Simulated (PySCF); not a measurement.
# What a mistake does to a calculation on AlB3H5 cation

All numbers below are calculated, not measured. They come from PySCF 2.14.0, an open-source quantum chemistry program, on an isolated molecule that a program drew, which may never have been made. The molecule is AlB3H5 cation (charge +1, singlet), drawn as the SMILES string `[BH+][B](B)[AlH2]`.

Each row is a Hartree-Fock (HF) and frozen-core CCSD(T) single point in the cc-pV(D+d)Z basis, meant for a local HF minimum. Run 1 is clean. Each other run has one planted mistake out of seven kinds, and not every kind appears here: one electron removed, one electron added, multiplicity raised by two, geometry at a saddle point, minimal basis STO-3G, one bond length entered in bohr, all coordinates scaled. The reference is restricted for singlets and unrestricted otherwise, and also for a bond in bohr. Adding or removing an electron swaps singlet and doublet. Electrons count all cores. HOMO and LUMO are orbital energies over both spins, the gradient is its largest component, and the lowest frequency (negative if imaginary) is given only where the gradient is small. Bond lengths are over the 8 bonds as drawn. T1 is the CCSD diagnostic: over 0.02 (restricted) or 0.045 (unrestricted) a single reference is doubtful.

Geometry of the clean run:
```xyz
9
AlB3H5 cation, angstrom
B    -2.5333    0.1757    1.5433
B    -1.4817   -0.5589    0.5531
B    -1.5724   -2.1084   -0.0487
Al    0.3245    0.5712   -0.1309
H    -3.2578    0.7651    2.2609
H    -2.1261   -2.2993   -1.0907
H    -1.0610   -3.0028    0.5571
H     0.0858    1.3594   -1.4563
H     1.5525    0.3900    0.8145
```

```
run,electrons,basis functions,<S^2>,HOMO (eV),LUMO (eV),gradient (hartree/bohr),lowest frequency (cm^-1),mean bond (Å),longest bond (Å),T1,HF (hartree),CCSD(T) (hartree),mistake
1,32,90,0.000,-15.25,-5.95,3.8e-05,126,1.5265,2.238,0.0222,-318.50408,-318.84658,no fault
2,32,90,2.028,-14.23,-6.78,4.0e-02,-,1.5265,2.238,0.0217,-318.47147,-318.79934,multiplicity raised by two
3,32,29,0.000,-13.41,-3.11,3.5e-02,-,1.5265,2.238,0.0246,-314.71454,-314.89915,minimal basis STO-3G
4,32,90,0.785,-14.39,-5.89,2.3e-02,-,1.6594,2.259,0.0558,-318.39027,-318.73220,one bond length entered in bohr
5,32,90,0.000,-15.70,-6.11,2.8e-02,-,1.4563,2.135,0.0215,-318.48950,-318.83080,?
6,33,90,0.760,-8.23,0.69,2.8e-02,-,1.5265,2.238,0.0257,-318.76278,-319.12598,?
```

**Which mistake was planted in run 5, and what did it cost?**

The mean and the longest bond both change by the same factor, 0.954, and the gradient is no longer small. So the mistake is: all coordinates scaled. Subtracting run 1 and multiplying by 627.51 kcal/mol a hartree, the energy moved by 9.1 kcal/mol in HF and 9.9 kcal/mol in CCSD(T).

**Which mistake was planted in run 6, and what did it cost?**

It counts 33 electrons, one more than the clean run, at the same geometry and basis. So the mistake is: one electron added. Subtracting run 1 and multiplying by 627.51 kcal/mol a hartree, the energy moved by -162.3 kcal/mol in HF and -175.3 kcal/mol in CCSD(T).

Cautions from the logs. Run 1: T1 is over the limit, so its CCSD(T) energy is less reliable; run 3: T1 is over the limit, so its CCSD(T) energy is less reliable; run 4: T1 is over the limit, so its CCSD(T) energy is less reliable; run 5: T1 is over the limit, so its CCSD(T) energy is less reliable.
